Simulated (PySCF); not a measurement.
MoO₂, SMILES [O]=[Mo]=[O] (connectivity only; charge and spin as stated), neutral, multiplicity 3. Geometry optimised at B3LYP-D3(BJ)/def2-TZVP. The spin state was assumed, not searched. The def2 effective core potentials stand for the cores of Mo; spin–orbit coupling is left out.

Method: B3LYP-D3(BJ)/def2-TZVP run with PySCF.

Harmonic wavenumbers (cm⁻¹): 308, 956, 1011. Rotational constants (GHz): 25.02, 7.754, 5.920; symmetry number 2.

### Question
Work out the zero-point energy and the ideal-gas rigid-rotor harmonic-oscillator thermochemistry at 298.15 K and 1 atm.

### Answer
ZPE = ½ Σ hcν = ½ × 2275 cm⁻¹ = 13.61 kJ/mol. H − E(el) = 24.81 kJ/mol. Entropy in J/(mol K): translation 169.25, rotation 91.11, vibration 6.59, spin 9.13, total 276.08. G − E(el) = -57.50 kJ/mol. Cp = 43.52 J/(mol K).
